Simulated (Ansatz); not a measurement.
Total energies of B₃P₂ from Ansatz at PBE-D4/def2-TZVP, gas phase (1 Eh = 27.2114 eV = 2625.5 kJ/mol). The reference geometry is relaxed at PBE-D4/def2-SVP.

```xyz
5

B    -0.0976    0.7633    0.9123
B    -0.1758   -0.0168   -0.6364
B     0.5620   -0.7189    0.7693
P    -0.9108    1.7088   -0.3565
P     0.6222   -1.7364   -0.6887
```

```json
{"state": "charge 0 doublet", "geometry": "reference", "energy (Eh)": "-756.79256"}
{"state": "charge 1 triplet", "geometry": "reference", "energy (Eh)": "-756.47564"}
{"state": "charge 0 quartet", "geometry": "relaxed at PBE-D4/def2-SVP", "energy (Eh)": "-756.73140"}
{"state": "free B atom (doublet)", "geometry": "–", "energy (Eh)": "-24.61008"}
{"state": "free P atom (quartet)", "geometry": "–", "energy (Eh)": "-341.10299"}
```

Q: Work out the vertical ionisation energy to the triplet.

A: E(charge 1 triplet) − E(charge 0 doublet) = -756.47564 − (-756.79256) = 0.31692 Eh = 8.62 eV. For comparison, −ε of the highest occupied level of the spin that leaves is 5.91 eV at this level, 2.71 eV less.

Q: Which of the charge 0 states is lowest, and how far above it are the others?

A: The doublet. quartet: -756.73140 − (-756.79256) = 0.06116 Eh = 160.6 kJ/mol.

Q: What is the binding energy per atom against free atoms?

A: Atoms: 3 × (-24.61008) + 2 × (-341.10299) = -756.03622 Eh. Binding: -756.03622 − (-756.79256) = 0.75634 Eh = 20.58 eV, or 4.12 eV for each of 5 atoms (no zero-point energy, no counterpoise term).

The structure comes from a short search, and lower isomers may exist.
